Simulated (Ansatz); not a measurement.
`F[Si](F)(Cl)[SiH2]Cl` from Hartree–Fock to CCSD(T)

```xyz
8

F     1.621   -1.406   -0.697
Si    0.714   -0.122   -0.885
F     0.024   -0.253   -2.305
Cl    1.921    1.507   -0.910
Si   -0.899    0.024    0.799
Cl    0.096    0.252    2.579
H    -1.718   -1.210    0.853
H    -1.760    1.207    0.567
```

Total charge 0; spin multiplicity 1. Geometry: relaxed with PBE0-D4/def2-TZVP. It is one conformer, not always the lowest. Frozen core, restricted reference, the Gaussian-basis code of Ansatz. CBS rows extrapolate triple and quadruple zeta; past MP2 they add the triple-zeta difference.

| basis | HF (Eh) | MP2 corr. |
| --- | --- | --- |
| def2-SVP | -1696.49718 | -0.81384 |
| def2-TZVPP | -1697.29744 | -1.10179 |
| def2-QZVPP | -1697.35109 | -1.20989 |

(1) Estimate the CCSD correlation energy and the (T) correction in each basis where they were run (hartree).

## Answers

(1) 
```json
{"basis": "def2-SVP", "CCSD corr.": "-0.86144", "(T)": "-0.01673"}
{"basis": "def2-TZVPP", "CCSD corr.": "-1.15266", "(T)": "-0.04132"}
{"basis": "CBS(def2)", "CCSD corr.": "-1.34084", "(T)": "as TZ"}
```
